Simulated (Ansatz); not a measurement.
Geometry optimisation, Ansatz, DFT LDA, scalar-relativistic, plane waves, PAW.

input.yaml

```yaml
crystal:
  lattice:
    - [0.0, 5.43, 5.43]
    - [5.43, 0.0, 5.43]
    - [5.43, 5.43, 0.0]
  atoms:
    - { symbol: Si, position: [0.0, 0.0, 0.0] }
    - { symbol: Si, position: [0.125, 0.125, 0.125] }
    - { symbol: Si, position: [0.0, 0.0, 0.5] }
    - { symbol: Si, position: [0.125, 0.125, 0.625] }
    - { symbol: Si, position: [0.0, 0.5, 0.0] }
    - { symbol: Si, position: [0.125, 0.625, 0.125] }
    - { symbol: Si, position: [0.0, 0.5, 0.5] }
    - { symbol: Si, position: [0.125, 0.625, 0.625] }
    - { symbol: Si, position: [0.5, 0.0, 0.0] }
    - { symbol: Si, position: [0.625, 0.125, 0.125] }
    - { symbol: Si, position: [0.5, 0.0, 0.5] }
    - { symbol: Si, position: [0.625, 0.125, 0.625] }
    - { symbol: Si, position: [0.5, 0.5, 0.0] }
    - { symbol: Si, position: [0.625, 0.625, 0.125] }
    - { symbol: Si, position: [0.5, 0.5, 0.5] }
    - { symbol: Si, position: [0.625, 0.625, 0.625] }
    - { symbol: Ti, position: [0.81284105, 0.56087857, 0.82025195] }
basis:
  ecutwfc: 420.0
kpoints:
  mp_grid: { grid: [2, 2, 2] }
hamiltonian:
  xc: lda
  pseudopotentials: { kind: paw, azcp: { folder: soft_1 } }
scf:
  occupations: { method: gaussian, width: 0.02 }
  lower_state_search: "off"
relax:
  f_tol: 0.03
  max_steps: 60
  adjacent_minimum: "off"
output:
  write_density: true
  write_potential: true
  elf: true
  volumetric_format: npy
```

Command:

```bash
$ ansatz run input.yaml --threads 1 --pin off --max-ram 3072MiB --backend cpu --events-out ev --progress --plain --runs-dir out
```

Task: Where does it end, and by what steps?

Result: It converged. The force dipped under the threshold on the way, but the program's further checks kept it going. Limits of this set-up: coarse k mesh, PAW files made for another functional. After 15 steps the energy has fallen by 3.090 eV; Ti17 moved furthest, 1.09 Å. Joined: Si4–Ti17 (3.55 → 2.75 Å).

```tsv
step	energy less start (eV)	largest force component (eV/Å)	accepted
0	0.0000	3.350	yes
1	-1.1015	1.286	yes
2	-1.3310	0.126	yes
3	-1.3664	0.287	yes
4	-1.5714	0.874	yes
5	-1.9588	1.052	yes
6	-2.3568	0.930	yes
7	-2.7548	0.651	yes
8	-2.9825	0.411	yes
9	-3.0831	0.117	yes
10	-3.0868	0.100	yes
11	-3.0894	0.010	yes
12	-3.0895	0.011	yes
13	-3.0898	0.015	yes
14	-3.0900	0.017	yes
15	-3.0900	0.024	yes
```

```xyz
17
Lattice="0.0000 5.4300 5.4300 5.4300 0.0000 5.4300 5.4300 5.4300 0.0000" Properties=species:S:1:pos:R:3
Si 0.006 -0.015 0.002
Si 1.403 1.341 1.393
Si 2.771 2.670 0.031
Si 4.074 4.041 1.422
Si 2.790 -0.012 2.787
Si 4.109 1.281 4.119
Si 5.402 2.634 2.807
Si 6.813 4.025 4.142
Si 0.041 2.673 2.763
Si 1.426 4.047 4.070
Si 2.782 5.440 2.777
Si 4.127 6.777 4.116
Si 2.804 2.641 5.407
Si 4.146 4.029 6.813
Si 5.454 5.416 5.451
Si 6.826 6.734 6.830
Ti 6.824 9.446 6.827
```

Time of the run: 110 s on 1 thread of Arm Neoverse V1 (shared host), peak memory 0.51 GiB.
